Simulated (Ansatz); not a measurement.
`[NH2][Ge][Cl]` + `CNC` → `C[N](C)[Ge][Cl]` + NH₃ at 500 K and 1 bar (ligand exchange at a Ge–N bond).

Computed with Ansatz on PBE0-D4/def2-TZVP structures; ΔE is electronic, products minus reactants. CCSD(T)/CBS is the MP2 limit (def2-TZVPP, def2-QZVPP) plus CCSD(T) − MP2 in def2-TZVPP, frozen cores. This one scheme is used for every species. For Ge outer-core shells are correlated without core-valence functions, which leaves a few kJ/mol of doubt a bond. Scalar relativity is left out up to krypton. Each species was taken in one conformer, which may not be the lowest.

```
          species  CCSD(T)/CBS energy (Eh)  H − E (kJ/mol)  S (J/(mol·K))
  `[NH2][Ge][Cl]`              -2591.85675            99.0          333.5
            `CNC`               -135.00321           273.8          313.8
`C[N](C)[Ge][Cl]`              -2670.35761           265.3          418.2
              NH₃                -56.50880           108.2          211.8
```

H − E and S are ideal-gas, rigid-rotor, harmonic terms from PBE0-D4/def2-TZVP, for one conformer and one mirror image of each species. 1 Eh = 2625.50 kJ/mol, R = 8.31446 J/(mol·K).

Task: By hand: ΔE, ΔH, ΔS and ΔG.

Result: ΔE = (-2670.35761) + (-56.50880) − (-2591.85675) − (-135.00321) = -0.00645 Eh = -16.9 kJ/mol. Δ(H − E) = 265.3 + 108.2 − 99.0 − 273.8 = 0.7, so ΔH = -16.2 kJ/mol. ΔS = 418.2 + 211.8 − 333.5 − 313.8 = -17.3 J/(mol·K). ΔG = -16.2 − 500 × (-17.3)/1000 = -7.5 kJ/mol.

Task: By hand: the equilibrium constant, and the temperature at which ΔG would vanish if ΔH and ΔS stayed fixed.

Result: log₁₀ K = −ΔG/(RT ln 10) = 0.8. ΔG = 0 at ΔH/ΔS = 936 K, though so small a ΔS makes that figure unsure.

TΔS isn't small against ΔH here. A doubt of 5 kJ/mol in ΔE shifts log₁₀ K by 0.5 here. Other conformers and mirror images would add mixing entropy, several J/(mol·K) or more a flexible species. These are equilibria of isolated gas molecules and say nothing of rates. Largest T1 diagnostic: 0.014 (customary marks: 0.02 for closed shells, 0.045 for open ones).
